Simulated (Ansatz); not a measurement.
Cost and result for the atomization energy of `N[Si@H](F)[Si@@H](N)F` (12 atoms, 11 bonds).

```xyz
12

N     1.243    1.472    0.555
Si    1.118    0.272   -0.647
F     2.464   -0.580   -0.884
Si   -0.584   -1.173    0.061
N    -2.056   -0.336   -0.083
F    -0.205   -1.573    1.580
H     1.268    1.222    1.531
H     1.709    2.349    0.386
H     0.864    0.972   -1.931
H    -0.737   -2.460   -0.662
H    -2.136    0.637    0.165
H    -2.948   -0.803   -0.072
```

The species carries charge 0 and has multiplicity 1. The geometry is a stationary point of PBE0-D4/def2-TZVP. It is one conformer, not always the lowest. Program: Ansatz. All runs use 2 threads of an AMD EPYC 7R13 on a shared host and a share of an NVIDIA H100 80 GB. Times are those of one run each, without the atoms' runs, and a repeat can differ threefold. Electronic energies, without spin–orbit coupling; frozen cores. CCSD(T)/CBS adds CCSD(T) − MP2 in def2-TZVPP to the MP2 limit, and its time is that of the two runs behind it. T1 = 0.012. B3LYP takes the VWN-RPA correlation (the form of Gaussian; ORCA's B3LYP/G).

CCSD(T)/CBS is a level of theory with its own doubt, some kJ/mol a heavy atom from the limit and from the frozen cores, so smaller differences don't rank the functionals.

| level | functions | wall time | atomization (kJ/mol) | difference from CCSD(T)/CBS | per bond |
| --- | --- | --- | --- | --- | --- |
| PBE0-D4/def2-TZVPP | 292 | 2.4 s | 4330.8 | -61.5 | -5.6 |
| B3LYP-D4/def2-TZVPP (with forces) | 292 | 2.7 s | 4376.8 | -15.5 | -1.4 |
| PBE-D4/def2-TZVPP (with forces) | 292 | 3 s | 4423.2 | 30.9 | 2.8 |
| r2SCAN-D4/def2-TZVPP (with forces) | 292 | 3.8 s | 4355.9 | -36.4 | -3.3 |
| ωB97X-V/def2-TZVPP | 292 | 4.7 s | 4406.0 | 13.7 | 1.3 |
| CCSD(T)/def2-TZVPP | 292 | 6 s | 4238.9 | -153.4 | -13.9 |
| MP2/def2-QZVPP | 548 | 6.5 s | 4416.2 | 23.9 | 2.2 |
| B2PLYP/def2-TZVPP | 292 | 7.5 s | 4326.9 | -65.4 | -5.9 |
| ωB97M-V/def2-TZVPP (with forces) | 292 | 10 s | 4391.2 | -1.1 | -0.1 |
| CCSD(T)/CBS(def2) | – | 13 s | 4392.3 | 0.0 | 0.0 |

The D4 term adds +43.6 kJ/mol with B3LYP and +23.1 kJ/mol with PBE0; it sums over pairs of atoms, weighted by their polarisabilities, and B3LYP, whose exchange is more repulsive, gets the larger term. From PBE to PBE0 (25 % exact exchange), in def2-TZVPP and without D4, the atomization energy moves by −88.5 kJ/mol: exact exchange takes away binding that semilocal exchange gives to molecules. In def2-TZVPP, CCSD(T) changes the Hartree–Fock value by +1140.5 kJ/mol (the triples alone add +62.3 kJ/mol) and MP2 by +1224.6 kJ/mol; breaking electron pairs costs correlation energy, which Hartree–Fock lacks.
